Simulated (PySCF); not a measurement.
## Ag (silver, neutral) across methods

[Kr] 4d9 5s2, 2D determinant (an excited configuration). Computed with PySCF 2.14 in dyall-v2z (21s14p10d2f, 127 functions), with the spin-free X2C one-electron Hamiltonian (Gaussian nucleus).

```csv
method,E (hartree),mean ε 4d β (eV),mean ε 5s α (eV),mean ε 5s β (eV),Σ⟨r²⟩ (bohr²),⟨S²⟩
UHF,-5312.72309,-17.555,-7.627,-7.319,53.85,0.752
MN15,-5319.15,-13.395,-7.173,-6.975,52.12,0.751
PBE0,-5314.96,-12.386,-6.333,-6.116,51.97,0.751
M06-2X,-5315.75,-14.544,-6.667,-6.493,53.13,0.751
PW91,-5315.73,-10.465,-5.723,-5.521,51.81,0.751
LDA,-5309.81,-10.538,-5.919,-5.730,51.50,0.751
r2SCAN,-5315.30,-10.739,-5.803,-5.618,51.65,0.751
```

(1) Estimate the same row for PBE.

## Answers

(1) E (hartree) = -5314.90; mean ε 4d β (eV) = -10.388; mean ε 5s α (eV) = -5.645; mean ε 5s β (eV) = -5.444; Σ⟨r²⟩ (bohr²) = 51.87; ⟨S²⟩ = 0.751.
